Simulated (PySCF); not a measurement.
Point-charge models of `N#CC1=CC(CCl)=C(F)CC=C1` against its computed dipole.

Coordinates (GFN2-xTB, Å) and charges (e) from the PBE0/pcSseg-1 density (PySCF):

```json
{"atom": "N1", "x": "2.366", "y": "3.117", "z": "-1.251", "Mulliken": "-0.2401", "IAO": "-0.2401", "Hirshfeld": "-0.2202", "ESP-fitted": "-0.4363"}
{"atom": "C2", "x": "1.783", "y": "2.214", "z": "-0.852", "Mulliken": "+0.1363", "IAO": "+0.1391", "Hirshfeld": "+0.0752", "ESP-fitted": "+0.2745"}
{"atom": "C3", "x": "1.083", "y": "1.085", "z": "-0.363", "Mulliken": "-0.2699", "IAO": "-0.0577", "Hirshfeld": "+0.0098", "ESP-fitted": "+0.3739"}
{"atom": "C4", "x": "-0.235", "y": "0.958", "z": "-0.676", "Mulliken": "+0.1134", "IAO": "-0.1143", "Hirshfeld": "-0.0239", "ESP-fitted": "-0.6027"}
{"atom": "C5", "x": "-1.123", "y": "-0.042", "z": "-0.147", "Mulliken": "-0.3516", "IAO": "-0.0725", "Hirshfeld": "-0.0393", "ESP-fitted": "+0.2918"}
{"atom": "C6", "x": "-2.540", "y": "0.372", "z": "0.096", "Mulliken": "-0.0953", "IAO": "-0.2382", "Hirshfeld": "-0.0343", "ESP-fitted": "-0.5307"}
{"atom": "Cl7", "x": "-2.592", "y": "1.633", "z": "1.379", "Mulliken": "-0.1402", "IAO": "-0.1127", "Hirshfeld": "-0.0783", "ESP-fitted": "-0.0882"}
{"atom": "C8", "x": "-0.694", "y": "-1.284", "z": "0.144", "Mulliken": "+0.3458", "IAO": "+0.3227", "Hirshfeld": "+0.1186", "ESP-fitted": "+0.2092"}
{"atom": "F9", "x": "-1.517", "y": "-2.161", "z": "0.751", "Mulliken": "-0.2627", "IAO": "-0.2563", "Hirshfeld": "-0.0603", "ESP-fitted": "-0.1529"}
{"atom": "C10", "x": "0.660", "y": "-1.812", "z": "-0.189", "Mulliken": "-0.1243", "IAO": "-0.2965", "Hirshfeld": "-0.0744", "ESP-fitted": "-0.3320"}
{"atom": "C11", "x": "1.589", "y": "-1.064", "z": "0.721", "Mulliken": "-0.1747", "IAO": "-0.1257", "Hirshfeld": "-0.0241", "ESP-fitted": "+0.0832"}
{"atom": "C12", "x": "1.807", "y": "0.243", "z": "0.567", "Mulliken": "+0.0426", "IAO": "-0.1514", "Hirshfeld": "-0.0444", "ESP-fitted": "-0.4868"}
{"atom": "H13", "x": "-0.698", "y": "1.744", "z": "-1.259", "Mulliken": "+0.1086", "IAO": "+0.1715", "Hirshfeld": "+0.0591", "ESP-fitted": "+0.2791"}
{"atom": "H14", "x": "-3.152", "y": "-0.458", "z": "0.443", "Mulliken": "+0.1675", "IAO": "+0.1805", "Hirshfeld": "+0.0485", "ESP-fitted": "+0.2366"}
{"atom": "H15", "x": "-2.979", "y": "0.823", "z": "-0.795", "Mulliken": "+0.1779", "IAO": "+0.1713", "Hirshfeld": "+0.0554", "ESP-fitted": "+0.2391"}
{"atom": "H16", "x": "0.897", "y": "-1.601", "z": "-1.235", "Mulliken": "+0.1746", "IAO": "+0.1699", "Hirshfeld": "+0.0524", "ESP-fitted": "+0.1388"}
{"atom": "H17", "x": "0.698", "y": "-2.885", "z": "-0.012", "Mulliken": "+0.1516", "IAO": "+0.1734", "Hirshfeld": "+0.0604", "ESP-fitted": "+0.1691"}
{"atom": "H18", "x": "2.082", "y": "-1.615", "z": "1.507", "Mulliken": "+0.1133", "IAO": "+0.1636", "Hirshfeld": "+0.0583", "ESP-fitted": "+0.1109"}
{"atom": "H19", "x": "2.556", "y": "0.744", "z": "1.165", "Mulliken": "+0.1273", "IAO": "+0.1736", "Hirshfeld": "+0.0611", "ESP-fitted": "+0.2235"}
```

**Question.** Compute μ = Σ q r for each scheme (1 e·Å = 4.803 D) and compare with the dipole of the full density.

**Answer.** The full density gives (-1.09, -4.62, -0.20) D, 4.75 D in size; dipole vectors point from the negative to the positive end.

```json
{"scheme": "Mulliken", "μx": "-0.37", "μy": "-4.23", "μz": "-1.31", "size (D)": "4.45", "share of the full size (%)": "94", "angle to the full dipole (°)": "17"}
{"scheme": "IAO", "μx": "-0.11", "μy": "-3.16", "μz": "-0.91", "size (D)": "3.29", "share of the full size (%)": "69", "angle to the full dipole (°)": "18"}
{"scheme": "Hirshfeld", "μx": "-0.90", "μy": "-3.48", "μz": "0.28", "size (D)": "3.60", "share of the full size (%)": "76", "angle to the full dipole (°)": "7"}
{"scheme": "ESP-fitted", "μx": "-1.13", "μy": "-4.65", "μz": "-0.25", "size (D)": "4.80", "share of the full size (%)": "101", "angle to the full dipole (°)": "1"}
```

**Question.** Which set comes closest?

**Answer.** Length of the difference vector: ESP-fitted 0.08 D, Hirshfeld 1.25 D, Mulliken 1.38 D, IAO 1.89 D. Closest: ESP-fitted. ESP charges are fitted to the potential around the molecule, whose slowest-falling term is the dipole's. The schemes that divide the density aren't constrained to reproduce the dipole.

**Question.** What is left for the Hirshfeld atoms' own dipoles?

**Answer.** The shares of the density sum to the whole, so what Σ q r misses lies in dipoles about the nuclei. The atomic dipoles sum to (-1.09, -4.62, -0.20) − (-0.90, -3.48, 0.28) = (-0.19, -1.14, -0.48) D, 1.25 D in size.

**Question.** With the origin at the mean of the coordinates, (-0.001, 0.000, 0.000) Å, which are the largest single terms, by size, of the Mulliken dipole along the direction of the full one?

**Answer.** N1 +4.06, F9 -3.05, C8 +2.33, H17 +1.93, C3 +1.67 D; all 19 atoms together +4.26 D. The single terms depend on the origin, their sum doesn't.

**Question.** Give the size of the full dipole in other units.

**Answer.** 4.75 D = 1.868 au = 0.989 e·Å = 15.84 × 10⁻³⁰ C·m.

Isolated species at its GFN2-xTB geometry (one conformer only).

These values come from a run that also computed NMR shieldings. Time: 51 s. Hardware: one thread of an x86-64 server (shared host).

Shape of the structure used: `[N:1]#[C:2][C:3]1=[CH:4][C:5]([CH2:6][Cl:7])=[C:8]([F:9])[CH2:10][CH:11]=[CH:12]1`: C4–C5–C6–Cl7 -65°.
